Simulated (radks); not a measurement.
Values are calculated unless marked as measured or tabulated.
Question: These are the eigenvalues of the occupied orbitals of an atom or ion with whole-number occupations (eV). Code: a radial shooting solver on a logarithmic mesh with Libxc functionals. Model: Dirac Kohn-Sham, PBE, spin-unpolarised, spherical densities, point nucleus.

| orbital | eigenvalue |
|---|---|
| 1s1/2 | -1280.781 |

Which element is it, and in what charge state? The configuration may be excited. Open shells, if any, are shared by 2j + 1.

Answer: Z = 10, neon, charge +9: Ne9+ in 1s1. The 1s level, -47.068 hartree, gives Z - s = 9.7 by -(Z - s)^2/2, which with screening and relativity narrows Z to a few neighbours, and the depths must fix Z and the occupations together.
